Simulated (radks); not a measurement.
Values are calculated unless marked as measured or tabulated.
Q: All-electron atom: Cl in [Ne] 3s1.5 3p5.5 (fractional occupations, a model configuration). Level of theory: scalar-relativistic Kohn-Sham, r2SCAN, spin-polarised, spherical densities, finite nucleus; open shells are filled with parallel spins first; meta-GGA in the generalised Kohn-Sham scheme; Fermi nuclear charge, rms radius 3.3654 fm (a radial shooting solver on a logarithmic mesh with Libxc functionals). Some entries of the table are withheld. Estimate them.

orbital,occ.,eigenvalue (hartree),<r^2> (bohr^2)
1s up,1,-101.6734,0.01114
1s down,1,-101.6635,0.01114
2s up,1,-9.50899,0.2325
2s down,1,-9.50259,0.2325
2p up,3,-7.18717,0.2055
2p down,3,-7.17686,0.2054
3s up,1,-0.83285,2.719
3s down,0.5,-0.77624,2.815
3p up,3,(1),3.872
3p down,2.5,(2),4.158

A: 
(1) 3p up eigenvalue (hartree): -0.36028
(2) 3p down eigenvalue (hartree): -0.31436
